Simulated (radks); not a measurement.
Species: Er30+. Configuration: [Kr] 4d2. Method: Dirac Kohn-Sham, PBE, spin-unpolarised, spherical densities, finite nucleus; open shells fill j = l - 1/2 first; Fermi nuclear charge, rms radius 5.2516 fm; computed with a radial shooting solver on a logarithmic mesh with Libxc functionals.

Spin-orbit splittings of the eigenvalues, e(l+1/2) - e(l-1/2), with zeta = 2 splitting/(2l+1) and mean radii in bohr:

shell,occ.,splitting (eV),zeta (eV),<r> j=l-1/2,<r> j=l+1/2
2p,6,917.1,611.4,0.07145,0.07871
3p,6,196.6,131.0,0.2126,0.2258
3d,10,43.23,17.29,0.1986,0.2026
4p,6,57.33,38.22,0.4638,0.4843
4d,2,12.15,4.859,0.4785,0.4844
